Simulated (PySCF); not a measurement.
Input for PySCF: R-MP2/6-31G* on NH3 (SMILES N) with ghost functions, monomers drawn apart or pushed together.

```python
from pyscf import gto, scf, dft, mp
from pyscf.data.elements import chemcore

mol = gto.M(
    atom='''
    N     0.02201189   -0.14996405    3.47996332
    H     0.29383054   -1.04199545    3.87779433
    H    -0.66746070    0.25452255    4.10345629
    H    -0.43595597   -0.33819510    2.58754542
    ghost-C    1.34113174    0.26813911    0.35675519
    ghost-C   -0.11200590    0.67681492    0.17571135
    ghost-N   -1.00936250   -0.37288460    0.67884093
    ghost-H    2.00872561    1.04834560   -0.01298659
    ghost-H    1.55868236    0.09405366    1.41077718
    ghost-H    1.56049856   -0.64678918   -0.20126771
    ghost-H   -0.29811619    0.92389397   -0.87877364
    ghost-H   -0.30933724    1.58158664    0.75545777
    ghost-H   -1.97988219   -0.11734085    0.53728085
    ghost-H   -0.85528006   -1.23901468    0.17365517
    ''',
    basis='6-31g*',
    cart=True,
    charge=0, spin=0, verbose=3, max_memory=1800)
mf = scf.RHF(mol)
mf.conv_tol = 1e-8
mf.max_cycle = 100
mf.kernel()
if not mf.converged:
    mf = mf.newton().run(mf.mo_coeff, mf.mo_occ)
pt = mp.MP2(mf, frozen=chemcore(mol)).run()
```

### Question
Give the final energy of this run.

### Answer
-56.3563 hartree.
